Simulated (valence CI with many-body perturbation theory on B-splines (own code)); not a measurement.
W41+: calculated level list

Method: configuration interaction combined with many-body perturbation theory (CI+MBPT): five valence electrons over a frozen Dirac-Fock core [Ar] 3d10, a basis of 9 s, 9 p, 8 d, 6 f, 3 g, 1 h functions for each j, with the one-electron correlation potential Σ1, the two-electron term Σ2, the three-electron term Σ3, Breit, model QED; selected CI, second order for the rest (own B-spline code, finite nucleus).

The last digits are not significant, and no measured levels were compared; by estimate large intervals hold to a few tenths of a per cent, small ones and those within an open d or f shell to about a per cent. Among the levels kept, up to 270 cm⁻¹ of a level comes from second order outside the variational space, and about a tenth of that is noise between levels of different J, which matters for small intervals.

Levels 1 to 45 of 51, with energies above the lowest level, (4s^2 4p1/2^2 4p3/2) J=3/2. "Leading %" is the weight of the configuration and term that name the level; weights of strongly mixed levels are sums over their largest components and can fall short. In the jj column 3d3/2^4 stands for four electrons in 3d with j = 3/2. Lifetimes count E1, E2, E3, M1 and M2 decay at the calculated energies, and are blank where another channel may lead or the interval is too uncertain; long ones can be off by a factor of two.

| No. | Configuration | Term | J | E (cm⁻¹) | Leading % | g | Lifetime | Leading jj |
| --- | --- | --- | --- | --- | --- | --- | --- | --- |
| 1 | 4s2 4p3 | 2P° | 3/2 | 0 | 47 | 1.365 |  | 4s^2 4p1/2^2 4p3/2 (99 %) |
| 2 | 4s2 4p3 | 4S° | 3/2 | 718530 | 54 | 1.455 | 140 ns | 4s^2 4p1/2 4p3/2^2 (99 %) |
| 3 | 4s2 4p3 | 2D° | 5/2 | 762560 | 99 | 1.195 | 673 ns | 4s^2 4p1/2 4p3/2^2 (99 %) |
| 4 | 4s2 4p3 | 2P° | 1/2 | 817940 | 99 | 0.659 | 210 ns | 4s^2 4p1/2 4p3/2^2 (99 %) |
| 5 | 4s2 4p2 4d | 2D | 3/2 | 1240600 | 38 | 0.789 | 84.3 ps | 4s^2 4p1/2^2 4d3/2 (97 %) |
| 6 | 4s 4p4 | 4P | 5/2 | 1425400 | 23 | 1.310 | 15.1 ps | 4s^2 4p1/2^2 4d5/2 (66 %) |
| 7 | 4s 4p4 | 4P | 5/2 | 1541300 | 48 | 1.373 | 3.44 ps | 4s 4p1/2^2 4p3/2^2 (64 %) |
| 8 | 4s2 4p3 | 2P° | 3/2 | 1544400 | 52 | 1.303 | 70.9 ns | 4s^2 4p3/2^3 (98 %) |
| 9 | 4s 4p4 | 2S | 1/2 | 1630100 | 57 | 2.115 | 3.80 ps | 4s 4p1/2^2 4p3/2^2 (92 %) |
| 10 | 4s 4p4 | 2P | 3/2 | 1647000 | 38 | 1.170 | 1.95 ps | 4s 4p1/2^2 4p3/2^2 (87 %) |
| 11 | 4s2 4p2 4d | 2F | 5/2 | 1955500 | 46 | 0.962 | 110 ps | 4s^2 4p1/2 4p3/2 4d3/2 (97 %) |
| 12 | 4s2 4p2 4d | 4F | 3/2 | 1957500 | 36 | 0.915 | 17.2 ps | 4s^2 4p1/2 4p3/2 4d3/2 (96 %) |
| 13 | 4s2 4p2 4d | 4D | 1/2 | 1960100 | 79 | 0.208 | 103 ps | 4s^2 4p1/2 4p3/2 4d3/2 (98 %) |
| 14 | 4s2 4p2 4d | 2G | 7/2 | 1999500 | 47 | 1.047 | 3.33 ns | 4s^2 4p1/2 4p3/2 4d3/2 (95 %) |
| 15 | 4s2 4p2 4d | 2D | 5/2 | 2116000 | 32 | 1.207 | 674 fs | 4s^2 4p1/2 4p3/2 4d3/2 (82 %) |
| 16 | 4s2 4p2 4d | 4D | 7/2 | 2118000 | 48 | 1.310 | 1.34 ns | 4s^2 4p1/2 4p3/2 4d5/2 (99 %) |
| 17 | 4s2 4p2 4d | 2P | 3/2 | 2125600 | 33 | 1.506 | 6.43 ps | 4s^2 4p1/2 4p3/2 4d5/2 (66 %) |
| 18 | 4s2 4p2 4d | 2D | 3/2 | 2126000 | 38 | 1.144 | 556 fs | 4s^2 4p1/2 4p3/2 4d3/2 (81 %) |
| 19 | 4s2 4p2 4d | 4P | 1/2 | 2132800 | 36 | 1.687 | 635 fs | 4s^2 4p1/2 4p3/2 4d3/2 (92 %) |
| 20 | 4s2 4p2 4d | 2D | 5/2 | 2156100 | 32 | 1.171 | 9.64 ps | 4s^2 4p1/2 4p3/2 4d5/2 (77 %) |
| 21 | 4s2 4p2 4d | 2G | 9/2 | 2166900 | 60 | 1.195 | 6.37 μs | 4s^2 4p1/2 4p3/2 4d5/2 (99 %) |
| 22 | 4s2 4p2 4d | 2F | 7/2 | 2273000 | 52 | 1.111 | 2.16 ps | 4s^2 4p1/2 4p3/2 4d5/2 (91 %) |
| 23 | 4s2 4p2 4d | 2D | 5/2 | 2275100 | 32 | 1.227 | 1.23 ps | 4s^2 4p1/2 4p3/2 4d5/2 (84 %) |
| 24 | 4s2 4p2 4d | 2D | 3/2 | 2280800 | 47 | 1.030 | 3.13 ps | 4s^2 4p1/2 4p3/2 4d5/2 (74 %) |
| 25 | 4s2 4p2 4d | 2P | 1/2 | 2290900 | 41 | 1.335 | 2.46 ps | 4s^2 4p1/2 4p3/2 4d5/2 (81 %) |
| 26 | 4s 4p4 | 4P | 3/2 | 2329900 | 40 | 1.345 | 1.63 ps | 4s 4p1/2 4p3/2^3 (52 %) |
| 27 | 4s 4p4 | 2D | 5/2 | 2377900 | 58 | 1.270 | 1.61 ps | 4s 4p1/2 4p3/2^3 (72 %) |
| 28 | 4s 4p4 | 2P | 3/2 | 2456900 | 44 | 1.092 | 1.00 ps | 4s 4p1/2 4p3/2^3 (83 %) |
| 29 | 4s 4p4 | 2P | 1/2 | 2458200 | 46 | 1.279 | 891 fs | 4s 4p1/2 4p3/2^3 (73 %) |
| 30 | 4s 4p3 4d | 4D° | 5/2 | 2726700 | 27 | 1.264 | 29.1 ps | 4s 4p1/2^2 4p3/2 4d3/2 (92 %) |
| 31 | 4s 4p3 4d | 6D° | 3/2 | 2734900 | 29 | 1.335 | 16.7 ps | 4s 4p1/2^2 4p3/2 4d3/2 (95 %) |
| 32 | 4s 4p3 4d | 4P° | 1/2 | 2735400 | 44 | 2.514 | 32.0 ps | 4s 4p1/2^2 4p3/2 4d3/2 (94 %) |
| 33 | 4s 4p3 4d | 4F° | 7/2 | 2752100 | 24 | 1.281 | 60.5 ps | 4s 4p1/2^2 4p3/2 4d3/2 (82 %) |
| 34 | 4s2 4p2 4f | 4G° | 5/2 | 2795600 | 18 | 0.896 | 38.4 ps | 4s^2 4p1/2^2 4f5/2 (57 %) |
| 35 | 4s2 4p2 4d | 2D | 3/2 | 2830900 | 34 | 1.180 | 643 fs | 4s^2 4p3/2^2 4d3/2 (90 %) |
| 36 | 4s 4p3 4d | 4F° | 3/2 | 2832400 | 26 | 0.986 | 3.93 ps | 4s 4p1/2^2 4p3/2 4d3/2 (80 %) |
| 37 | 4s2 4p2 4d | 4P | 1/2 | 2834500 | 42 | 1.559 | 717 fs | 4s^2 4p3/2^2 4d3/2 (89 %) |
| 38 | 4s2 4p2 4d | 2D | 5/2 | 2837300 | 28 | 1.193 | 754 fs | 4s^2 4p3/2^2 4d3/2 (88 %) |
| 39 | 4s2 4p2 4d | 2F | 7/2 | 2854700 | 48 | 1.145 | 827 fs | 4s^2 4p3/2^2 4d3/2 (88 %) |
| 40 | 4s 4p3 4d | 4F° | 9/2 | 2885300 | 46 | 1.370 | 46.9 ps | 4s 4p1/2^2 4p3/2 4d5/2 (96 %) |
| 41 | 4s2 4p2 4f | 2F° | 7/2 | 2895000 | 22 | 1.205 | 7.10 ps | 4s^2 4p1/2^2 4f7/2 (74 %) |
| 42 | 4s 4p3 4d | 4D° | 1/2 | 2901100 | 50 | 0.551 | 2.04 ps | 4s 4p1/2^2 4p3/2 4d3/2 (92 %) |
| 43 | 4s2 4p2 4d | 2F | 7/2 | 2901100 | 55 | 1.207 | 12.3 ps | 4s^2 4p3/2^2 4d5/2 (92 %) |
| 44 | 4s2 4p2 4d | 4F | 9/2 | 2908700 | 60 | 1.241 | 121 ns | 4s^2 4p3/2^2 4d5/2 (98 %) |
| 45 | 4s2 4p2 4d | 2P | 1/2 | 2913200 | 46 | 1.350 | 45.3 ps | 4s^2 4p3/2^2 4d5/2 (82 %) |

Where two levels of one J and parity lie close, their mixing, g and order are uncertain.

The ionisation energy to 4s2 4p2 3P_0 of the next ion comes out as 1996.4 eV (NIST: 1994.8 ± 2 eV (semi-empirical)). All 51 levels together are meant to be complete up to 3037600 cm⁻¹.
